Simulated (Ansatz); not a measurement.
Stepwise reaction of `OB(F)[SiH2][SiH3]` with hydrogen, as a gas-phase model of exchange steps in deposition or etching. ΔE in kJ/mol.

Computed with Ansatz on PBE0-D4/def2-TZVP structures; ΔE is electronic, products minus reactants. CCSD(T)/CBS adds triple-zeta CCSD(T) − MP2 to the extrapolated MP2 energy (def2 sets, frozen cores). This one scheme is used for every species. Functionals use def2-TZVPP. B3LYP here is the variant with VWN-RPA as its local correlation; programs differ in this. Each species was taken in one conformer, which may not be the lowest.

```csv
step,reaction,PBE-D4,B3LYP-D4,ωB97M-V,CCSD(T)/CBS
1,`OB(F)[SiH2][SiH3]` + H₂ → `OB(F)[SiH3]` + SiH₄,2.5,-11.8,-15.8,-10.8
```

Question: Give the row of step 2, `OB(F)[SiH3]` + H₂ → `OBF` + SiH₄. (Best estimate.)

Answer: Ansatz gave: 
```json
{"step": "2", "reaction": "`OB(F)[SiH3]` + H₂ → `OBF` + SiH₄", "PBE-D4": "-33.7", "B3LYP-D4": "-47.8", "ωB97M-V": "-49.2", "CCSD(T)/CBS": "-47.0"}
```

Question: By hand: ΔE of the 2 steps together at CCSD(T)/CBS.

Answer: (-10.8) + (-47.0) = -57.8 kJ/mol, or -28.9 kJ/mol a step.

In ΔE each step is lower than the one before. All are downhill at CCSD(T)/CBS. PBE-D4 differs from CCSD(T)/CBS by 13.3 to 13.3 kJ/mol a step. Isolated molecules leave out the surface, adducts and barriers. Largest T1 diagnostic: 0.014.
